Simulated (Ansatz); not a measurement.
A run for Ansatz (a first-principles code): U-CCSD(T)/cc-pV(T+d)Z on AlFH2O (SMILES [OH][AlH][F]), a point of a bond scan (R = 3.066 Å). Files ending in .json are basis or fitting sets from the Basis Set Exchange.

Ansatz 0.2 input:
```yaml
crystal:
  periodic: [false, false, false]
  atoms:
    - {symbol: Al, position_ang: [-0.22437839, -0.36994440, 0.12139836]}
    - {symbol: H, position_ang: [-1.02851550, -1.64177396, 0.51864000]}
    - {symbol: F, position_ang: [1.24636186, -0.07531748, 0.81825782]}
    - {symbol: O, position_ang: [-0.85471535, 0.70268961, -1.01729409]}
    - {symbol: H, position_ang: [0.49125588, 3.27773598, -1.99486945]}
basis:
  gaussian:
    orbitals: cc-pV_T+d_Z.json
correlation: {method: ccsd_t, electrons: outside_noble_gas}
scf: {omitted_lower_state_checks: [cluster_reference]}
magnetization: {spin_polarized: true, initial_magnetization: 0}
```

It printed:

```
WARN ansatz: RAYON_NUM_THREADS=1 ignored (pool sized by the plan → 1); use --threads N
Functional definition: HF
these checks for a lower state are left out or cut short: cluster_reference
integrals: 0.35 GiB planned
747 factors; integrals over basis functions are off by at most 1.5e-3 eV
mean field: 0.34 GiB planned
mean field evaluation 1: about -11344.3361 eV, gradient 4.3e1 eV
mean field evaluation 2: about -11344.3395 eV, gradient 4.3e1 eV
mean field evaluation 4: about -11350.6375 eV, gradient 1.8e1 eV
mean field evaluation 8: about -11353.8951 eV, gradient 1.1e0 eV
mean field evaluation 16: about -11353.8998 eV, gradient 4.8e-3 eV
mean field evaluation 32: about -11358.6589 eV, gradient 1.6e1 eV
mean field evaluation 64: about -11359.2372 eV, gradient 2.8e-6 eV
mean field evaluation 96: about -11359.4967 eV, gradient 1.4e-1 eV
mean field evaluation 128: about -11359.2370 eV, gradient 1.2e-1 eV
mean field evaluation 160: about -11359.2376 eV, gradient 4.4e-2 eV
mean field evaluation 192: about -11354.8345 eV, gradient 5.9e0 eV
mean field -11359.49678375 eV, -417.4538070595 hartree, gradient 4.1e-6 eV, S^2 1.004784; 15 other end points of the search recorded, 0 dependent functions left out
7 core orbitals not correlated
reference -11359.49678375 eV, -417.4538070595 hartree; 9, 9 occupied and 111, 111 virtual orbitals, 747 factors
second order -14.00508982 eV of doubles, -0.00000000 eV of singles
coupled cluster: 0.89 GiB planned
cycle   1  -14.11112685 eV  change   -1.1e-1 eV  update   8.0e-2
cycle   2  -14.40363358 eV  change   -2.9e-1 eV  update   2.5e-2
cycle   3  -14.49373342 eV  change   -9.0e-2 eV  update   1.5e-2
cycle   4  -14.48697575 eV  change    6.8e-3 eV  update   4.9e-3
cycle   5  -14.48454712 eV  change    2.4e-3 eV  update   2.9e-3
cycle   6  -14.48716288 eV  change   -2.6e-3 eV  update   1.5e-3
cycle   7  -14.48763589 eV  change   -4.7e-4 eV  update   9.0e-4
cycle   8  -14.48751884 eV  change    1.2e-4 eV  update   6.1e-4
cycle   9  -14.48771325 eV  change   -1.9e-4 eV  update   5.0e-4
cycle  10  -14.48736537 eV  change    3.5e-4 eV  update   4.1e-4
cycle  11  -14.48754959 eV  change   -1.8e-4 eV  update   3.0e-4
cycle  12  -14.48769283 eV  change   -1.4e-4 eV  update   1.9e-4
cycle  13  -14.48772046 eV  change   -2.8e-5 eV  update   1.1e-4
cycle  14  -14.48777049 eV  change   -5.0e-5 eV  update   5.2e-5
cycle  15  -14.48775199 eV  change    1.9e-5 eV  update   3.0e-5
cycle  16  -14.48773228 eV  change    2.0e-5 eV  update   2.2e-5
coupled cluster: 0.90 GiB planned
perturbative correction -0.40743262 eV, -0.0149728728 hartree
Total energy: -11374.39194866 eV, -418.0011942736 hartree
Checks for a lower state left out: cluster_reference
```

The run converged. Its determinant has ⟨S²⟩ = 1.00, a mixture of spin states.

Cost: very roughly 50 core-seconds.
